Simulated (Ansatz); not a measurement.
System: sum formula BNH₂Cl₂ (charge 0, singlet). SMILES: NB(Cl)Cl
Structure (B3LYP-D3(BJ)/def2-TZVP (Ansatz, an electronic-structure program) minimum search):
```xyz
6

N     -1.7061    -0.3020     0.0927
B     -0.3439    -0.0609     0.0187
Cl     0.2555     1.5570    -0.3781
Cl     0.8112    -1.3682     0.3201
H     -2.0820    -1.2082     0.3154
H     -2.3906     0.4165    -0.0724
```
Charge 0, spin multiplicity 1.

Quantity: atomisation energy (electronic, to ground-state atoms), in kJ/mol. Correlated levels leave the core frozen unless marked. UHF or UKS for open shells. No spin-orbit coupling. Non-relativistic. The coupled-cluster limit lacks core correlation, which all-electron functionals hold. Basis-set limits of correlation are two-point, X^-3; Hartree-Fock from the larger set (for Q and 5 zeta extrapolated as (X+1)exp(-9√X)).

```csv
level,program,atomisation energy (kJ/mol)
r2SCAN0/def2-TZVPD,Ansatz,___
CAM-B3LYP/def2-TZVPD,Ansatz,2198.5
SCS-MP2/aug-cc-pV(D+d)Z,Ansatz,2077.8
CCSD/STO-3G,Ansatz,2035.4
CCSD(T) with core electrons (1s frozen past Ne)/cc-pwCVTZ,Ansatz,2140.8
"CCSD(T)/CBS(cc-pV(Q+d)Z,cc-pV(5+d)Z)",Ansatz,___
```

### Question
Fill in the missing entries.

### Answer

- r2SCAN0/def2-TZVPD, atomisation energy (kJ/mol): 2178.3
- CCSD(T)/CBS(cc-pV(Q+d)Z,cc-pV(5+d)Z), atomisation energy (kJ/mol): 2200.4
